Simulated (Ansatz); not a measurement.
Ansatz (a quantum-chemistry and plane-wave program) input:

Ansatz 0.2 input:
```yaml
crystal:
  periodic: [false, false, false]
  atoms:
    - {symbol: Si, position_ang: [-1.58994542, 0.17812781, -0.03070299]}
    - {symbol: Ge, position_ang: [0.64894443, -0.03240287, 0.01452424]}
    - {symbol: H, position_ang: [-1.76202340, -1.34954123, -0.11051380]}
    - {symbol: H, position_ang: [1.60346683, -1.27846952, -0.02336670]}
    - {symbol: H, position_ang: [1.65157078, 1.17111330, 0.09894678]}
basis:
  gaussian:
    orbitals: def2-TZVP
hamiltonian:
  xc: b3lyp
  dispersion: d3bj
total_charge: -1
phonons: {temperatures: {t_min: 298.15, t_max: 298.15, t_step: 100}}
```

Question: What final total energy does it print?

Answer: -2368.36996 Eh (B3LYP-D3(BJ)/def2-TZVP). The basis has 103 functions.

It need not be the lowest isomer of its formula. Whether it binds its extra electron was not tested at this geometry.
